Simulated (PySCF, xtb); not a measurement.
F₄Te, SMILES F[Te+](F)(F)F, charge +1, multiplicity 2.

Harmonic wavenumbers (cm⁻¹) from GFN2-xTB (xtb) at its own minimum, in rising order: 77, 97, 158, 176, 190, 334, 405, 495, 514.

Problem. What does PBE-D3(BJ)/def2-SVP run with PySCF 2.14.0 give at its own minimum? (Estimate from the structure and the level; the computed values follow.)

Solution. 104, 109, 183, 194, 211, 543, 553, 675, 684. Paired by order, the mean absolute difference is 90 cm⁻¹ and the zero-point energies are 3.5 and 4.7 kcal/mol.
